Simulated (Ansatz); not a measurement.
Harmonic frequencies (cm⁻¹) at PBE0-D4/def2-TZVP from Ansatz: 7, 43, 46, 130, 136, 139, 144, 146, 377, 419, 421, 491, 495, 496, 516, 537, 542, 670, 1162, 1164, 1171, 1411, 1412, 1413, 1416, 1418, 1419, 3007, 3007, 3010, 3086, 3090, 3090, 3104, 3106, 3107.

Question: Which molecule is it?
A. `C[O][Zr]([NH2])([Cl])[O]C`
B. `C#[C][Zr]([OH])([F])[O]C`
C. `C#[C][Zr]([OH])([OH])[C]#C`
D. `[CH3][Zr]([CH3])([CH3])[F]`

Answer: D.
